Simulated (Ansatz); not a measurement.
Geometry optimisation, RKS PBE/def2-SVP (Ansatz 0.2.0).

The input (input.yaml):

```yaml
crystal:
  periodic: [false, false, false]
  atoms:
    - { symbol: B, position_ang: [0.027063, -0.644397, -0.419617] }
    - { symbol: H, position_ang: [0.006198, 0.25448, 1.804096] }
    - { symbol: Cl, position_ang: [1.530281, 0.165047, -0.776521] }
    - { symbol: Cl, position_ang: [-1.51342, 0.103419, -0.761783] }
    - { symbol: Br, position_ang: [0.068683, -2.532449, 0.244568] }
    - { symbol: H, position_ang: [0.017195, -0.4314, 2.028457] }
basis:
  gaussian: { orbitals: def2-SVP }
hamiltonian:
  xc: pbe
relax:
  f_tol: 0.03
  max_steps: 50
```

Command:

```bash
$ ansatz run input.yaml --threads 2 --pin off --max-ram 3072MiB --backend cpu --events-out ev --progress --plain --runs-dir out
```

**Question.** Where does it end, and by what steps?

**Answer.** It converged. After 7 steps the energy has fallen by 0.247 eV; H2 moved furthest, 0.67 Å.

```csv
step,energy less start (eV),largest force component (eV/Å),accepted
0,0.0000,1.849,yes
1,-0.1553,0.579,yes
2,-0.2171,0.539,yes
3,-0.2267,0.467,yes
4,-0.2406,0.235,yes
5,-0.2462,0.110,yes
6,-0.2467,0.093,yes
7,-0.2473,0.014,yes
```

```xyz
6
Properties=species:S:1:pos:R:3
B 0.028 -0.801 -0.731
H 0.002 0.514 2.421
Cl 1.527 0.063 -1.009
Cl -1.507 -0.003 -1.006
Br 0.068 -2.623 -0.140
H 0.018 -0.236 2.585
```

Whether the end is a true minimum wasn't checked by a vibrational analysis.

The run took 12 s on 2 threads of Arm Neoverse V2 (shared host), peak memory 0.13 GiB.
